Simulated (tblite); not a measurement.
Species: C6H12F2Si.
SMILES with atom numbers: `[CH3:1][CH:2]([CH3:3])[C@H:4]([SiH3:5])/[C:6]([F:7])=[CH:8]/[F:9]` (hydrogens: H10, H11, H12 on C1; H13 on C2; H14, H15, H16 on C3; H17 on C4; H18, H19, H20 on Si5; H21 on C8)

Structure optimised with GFN2-xTB, isolated species.

(1) List the bond lengths, angles and torsions at this level.

## Answers

(1) 
```csv
bond,length (Å)
C1–C2,1.524
C2–C3,1.529
C2–C4,1.540
C4–Si5,1.928
C4–C6,1.485
C6–F7,1.353
C6=C8,1.326
C8–F9,1.346
"C1–H10, C1–H11, C1–H12",1.088
C2–H13,1.095
"C3–H14, C3–H15, C3–H16",1.088
C4–H17,1.093
"Si5–H18, Si5–H19, Si5–H20",1.462
C8–H21,1.078
```

Bonds in one row agree within 0.01 Å and their mean is given. A selection of angles:
```csv
angle,degrees
C2–C1–H10,111.1
C2–C1–H11,110.4
H10–C1–H11,108.6
H10–C1–H12,108.2
C1–C2–C3,109.9
C1–C2–C4,110.9
C1–C2–H13,108.7
C3–C2–C4,110.5
C3–C2–H13,108.3
C4–C2–H13,108.4
C2–C3–H14,110.3
C2–C3–H16,111.1
H14–C3–H15,108.4
C2–C4–Si5,113.4
C2–C4–C6,110.6
C2–C4–H17,108.6
Si5–C4–C6,107.3
Si5–C4–H17,109.3
C6–C4–H17,107.3
C4–Si5–H18,107.5
C4–Si5–H20,108.8
H18–Si5–H19,109.7
H18–Si5–H20,111.3
C4–C6–F7,114.2
C4–C6–C8,125.9
F7–C6–C8,119.9
C6–C8–F9,123.4
C6–C8–H21,123.7
F9–C8–H21,112.9
```

Dihedral angles: C1–C2–C4–Si5 -60° (synclinal); C2–C4–C6–F7 59° (synclinal); C4–C6–C8–F9 -177° (antiperiplanar).

Si5 (SiH3 silicon) is tetrahedral (angles from 107.5° to 111.3°). The C–C distances run from 1.326 Å (C6=C8, drawn double) to 1.540 Å (C2–C4, drawn single), a spread of 0.214 Å. Of the pairs four or more bonds apart, Si5···H10 is among the closest relative to their van der Waals radii: 2.84 Å, 86 % of the sum of Bondi's values.

Point group: C1 (no symmetry element, even within 0.4 Å). Its GFN2-xTB frequencies are all real (lowest 46 cm⁻¹). One conformer, not necessarily the lowest. 3 starts were optimised and ended at 0.00, 0.78 and 1.81 kcal/mol (GFN2-xTB); the lowest of these is shown.

All values are computed, not measured.
